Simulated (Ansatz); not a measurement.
A single point on CH₄GaNO (`N=[C](O)[GaH2]`).

```yaml
crystal:
  periodic: [false, false, false]
  atoms:
    - {symbol: N, position_ang: [0.188800, 1.472726, -0.593802]}
    - {symbol: C, position_ang: [0.221604, 0.476545, 0.189874]}
    - {symbol: O, position_ang: [0.777084, 0.626450, 1.408728]}
    - {symbol: Ga, position_ang: [-0.485712, -1.351344, -0.199834]}
    - {symbol: H, position_ang: [-0.250661, 1.238721, -1.478763]}
    - {symbol: H, position_ang: [1.075494, 1.549357, 1.466300]}
    - {symbol: H, position_ang: [-1.116568, -1.494621, -1.628904]}
    - {symbol: H, position_ang: [-0.410031, -2.517825, 0.836390]}
basis:
  gaussian: {orbitals: def2-QZVPP}
correlation: {method: mp2}
```

```sh
$ ansatz run in.yaml --threads 2 --pin off --events-out ev --progress --plain --max-ram 4352MiB
```

Output, abridged:

```
Functional definition: HF
2372 factors; integrals over basis functions are off by at most 9.4e-4 eV
mean field evaluation 1: about -56945.4990 eV, gradient 4.1e1 eV
mean field evaluation 2: about -56945.5858 eV, gradient 4.1e1 eV
mean field evaluation 4: about -56949.1836 eV, gradient 4.2e0 eV
mean field evaluation 8: about -56949.2518 eV, gradient 4.9e-1 eV
mean field evaluation 16: about -56949.2538 eV, gradient 1.3e-6 eV
mean field -56949.25378947 eV, -2092.8464751723 hartree, gradient 1.3e-6 eV, S^2 0.000000; 0 other end points of the search recorded, 0 dependent functions left out
12 core orbitals not correlated: weight in the atoms' cores, before any rotation towards them, 1.000 or more for the frozen orbitals, at most 0.000 for the correlated occupied ones
reference -56949.25378947 eV, -2092.8464751723 hartree; 16, 16 occupied and 352, 352 virtual orbitals, 2372 factors
second order -30.48390151 eV of doubles, -0.00000000 eV of singles
Total energy: -56979.73769098 eV, -2093.9667378902 hartree
```

It took 24 s on 2 threads of an Arm Neoverse V1 on a shared host, with 1.7 GiB of host memory at the peak.
